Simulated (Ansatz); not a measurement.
`FCC(F)(F)CF` → `FCC(F)(F)F` + `[CH2]` (triplet) at 298.15 K and 1 bar (formal loss of a carbene).

Isolated molecules relaxed with PBE0-D4/def2-TZVP in Ansatz; ΔE leaves out vibrations. CCSD(T)/CBS is the MP2 limit (def2-TZVPP, def2-QZVPP) plus CCSD(T) − MP2 in def2-TZVPP, frozen cores. This one scheme is used for every species. Triplets are unrestricted, without spin–orbit coupling. One conformer a species, not always the lowest.

```json
{"species": "`FCC(F)(F)CF`", "CCSD(T)/CBS energy (Eh)": "-515.71733", "H − E (kJ/mol)": "215.4", "S (J/(mol·K))": "341.4"}
{"species": "`FCC(F)(F)F`", "CCSD(T)/CBS energy (Eh)": "-476.47126", "H − E (kJ/mol)": "136.6", "S (J/(mol·K))": "316.0"}
{"species": "`[CH2]` (triplet)", "CCSD(T)/CBS energy (Eh)": "-39.09499", "H − E (kJ/mol)": "55.4", "S (J/(mol·K))": "195.3"}
```

H − E and S are ideal-gas, rigid-rotor, harmonic terms from PBE0-D4/def2-TZVP, for one conformer and one mirror image of each species, with the whole ground term of open shells counted as degenerate. 1 Eh = 2625.50 kJ/mol, R = 8.31446 J/(mol·K).

**Question.** By hand: ΔE, ΔH, ΔS and ΔG.

**Answer.** ΔE = (-476.47126) + (-39.09499) − (-515.71733) = 0.15108 Eh = 396.7 kJ/mol. Δ(H − E) = 136.6 + 55.4 − 215.4 = -23.4, so ΔH = 373.3 kJ/mol. ΔS = 316.0 + 195.3 − 341.4 = 169.9 J/(mol·K). ΔG = 373.3 − 298.15 × (169.9)/1000 = 322.6 kJ/mol.

**Question.** By hand: the equilibrium constant, and the temperature at which ΔG would vanish if ΔH and ΔS stayed fixed.

**Answer.** log₁₀ K = −ΔG/(RT ln 10) = -56.5. ΔG = 0 at ΔH/ΔS = 2197 K.

The number of gas molecules changes by +1, which sets the sign of ΔS. A doubt of 5 kJ/mol in ΔE shifts log₁₀ K by 0.9 here. Other conformers and mirror images would add mixing entropy, several J/(mol·K) or more a flexible species. A triplet takes part, so the spin changes. These are equilibria of isolated gas molecules and say nothing of rates. Largest T1 diagnostic: 0.011 (customary marks: 0.02 for closed shells, 0.045 for open ones).
